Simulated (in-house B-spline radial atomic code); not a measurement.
Results of a calculation; reference values are marked as such.
## Two electrons in Si: a parabolic dot with ħω = 0.879 meV in all three directions with a doubly ionised double donor at its centre

For Si the NSM archive of the Ioffe Institute lists m_l = 0.98 m0, m_t = 0.19 m0 and ε = 11.7; the model takes one isotropic valley with the conductivity mass 3/(1/m_l + 2/m_t) = 0.26 m0, and so misses anisotropy and the other valleys. All triplets below are those of one valley; with several valleys two electrons can form a triplet in the 1s orbital itself, at an energy set by the valley splitting. Real donors also feel a central-cell potential, which shifts the ground state; some double donors stay shallow and helium-like, others are deep centres that this model can't describe.

Effective-mass model with parabolic bands, a uniform dielectric constant, no image charges, no central-cell or spin-orbit terms. Two-electron levels come from full CI in B-splines with partial waves to l = 5 (up to 0.001 effective hartree above the limit).

Q: What are the effective units, and what is the potential in them?

A: Ha* = 27211.386 meV × 0.26/11.7² = 51.68 meV and a* = 0.0529177 nm × 11.7/0.26 = 2.381 nm. The frequency is ω = 0.017 Ha*, with −2/r added.

In these units the lowest s and p orbitals lie at -1.9999 and -0.4989, and their Coulomb and exchange integrals are J_ss = 1.2501, J_sp = 0.4866 and K_sp = 0.0343. Full CI gives -2.9032 for the ground singlet, -2.1295 for the sp triplet, -2.1195 for the sp singlet and -2.1720 for the lowest triplet of two s orbitals.

Q: What does it cost to add the second electron, to first order and exactly?

A: To first order E = 2ε_s + J_ss = -2.7497, so the charging energy E(2) − 2E(1) is J_ss = 64.61 meV. CI gives -2.9032 − 2 × (-1.9999) = 1.0966, or 56.68 meV: relaxation and correlation lower it by 7.931 meV, 12.3 % of J_ss. The s² configuration of one-electron orbitals holds 92.5 % of the state, and the mean radius is 2.21 nm.

Q: How far above the singlet do the triplets lie?

A: To first order the sp triplet lies at ε_s + ε_p + J_sp − K_sp = -2.0465, which is 36.34 meV above 2ε_s + J_ss. CI gives -2.1295 − (-2.9032) = 0.7737, or 39.99 meV, 52 % of the orbital spacing of 77.58 meV. The ss triplet lies 37.79 meV up, so the lower of the two is the ss one, and its gap equals k_BT at 439 K. The sp singlet-triplet splitting is 0.5176 meV, against 2K_sp = 3.545 meV.
